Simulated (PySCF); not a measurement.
# 3-Cyanothiophene: calculation and literature

Geometry:
| atom | x (Å) | y (Å) | z (Å) |
| --- | --- | --- | --- |
| N1 | -3.045 | -0.824 | -0.069 |
| C2 | -1.928 | -0.544 | -0.110 |
| C3 | -0.552 | -0.198 | -0.152 |
| C4 | 0.163 | 0.363 | 0.944 |
| C5 | 1.465 | 0.599 | 0.634 |
| S6 | 1.825 | 0.143 | -0.972 |
| C7 | 0.237 | -0.372 | -1.261 |
| H8 | -0.285 | 0.575 | 1.905 |
| H9 | 2.234 | 1.015 | 1.267 |
| H10 | -0.057 | -0.775 | -2.217 |

Computed data (PySCF): PBE0-D3(BJ)/def2-TZVP structure, σ from GIAO-B97-2/pcSseg-2. No solvent model, relativity neglected, a single conformation.

Reference values: estimated from measurements, as parent shift plus tabulated substituent increment (solution, not stated per compound (mostly CDCl3 or CCl4); Pretsch, Buehlmann, Badertscher, Structure Determination of Organic Compounds, 4th ed. (2009)).
| atoms | quantity | reference | computed | computed, scaled |
| --- | --- | --- | --- | --- |
| H10 | δ 1H | 7.83 | 7.90 | 7.55 |
| H9 | δ 1H | 7.35 | 7.40 | 7.08 |
| H8 | δ 1H | 7.16 | 7.56 | 7.24 |

Computed shifts are σ(ref) − σ with the named reference compound (TMS for H and C) calculated as an isolated molecule at the same level. The measured values may be among those fitted. Scaled to experiment by linear calibration (H and C: mostly CDCl3 data, vs TMS): 1H (scatter 0.14 ppm rms, 0.16 ppm with the 4 outliers that the fit left out). A few per cent of atoms miss by over 2 rms, more outside the fitted compound classes.

How far are the unscaled 1H shifts from the references?

## Answers

Mean signed difference +0.17 ppm, mean absolute 0.17 ppm over 3 comparisons; the largest is +0.40 ppm at H8 (hydrogen on an aromatic CH).
